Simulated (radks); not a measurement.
Task: Coherent X-ray form factor from a spherical all-electron density. All-electron calculation, non-relativistic Kohn-Sham, r2SCAN, spin-unpolarised, spherical densities, point nucleus; meta-GGA in the generalised Kohn-Sham scheme. Program: a radial shooting solver on a logarithmic mesh with Libxc functionals.

| sin(theta)/lambda (1/angstrom) | f0 (electrons) |
|---|---|
| 0.05 | 7.869 |
| 0.1 | 7.496 |
| 0.15 | 6.940 |
| 0.2 | 6.274 |
| 0.25 | 5.572 |
| 0.3 | 4.890 |
| 0.4 | 3.722 |
| 0.5 | 2.879 |
| 0.6 | 2.321 |
| 0.8 | 1.739 |
| 1 | 1.483 |
| 1.25 | 1.289 |
| 1.5 | 1.121 |
| 2 | 0.811 |

The species is in the configuration that NIST lists as its ground one. Which atom or ion scatters so?

Result: The fluorine ion F+, [He] 2s2 2p4. Extrapolating in s^2 from the first two rows gives f0(0) = 8.0, near the electron count 8; among species with that count, the fall with angle is slower the higher Z, and the table is that of Z = 9; from so few rows the species is fixed only to a neighbour or two.
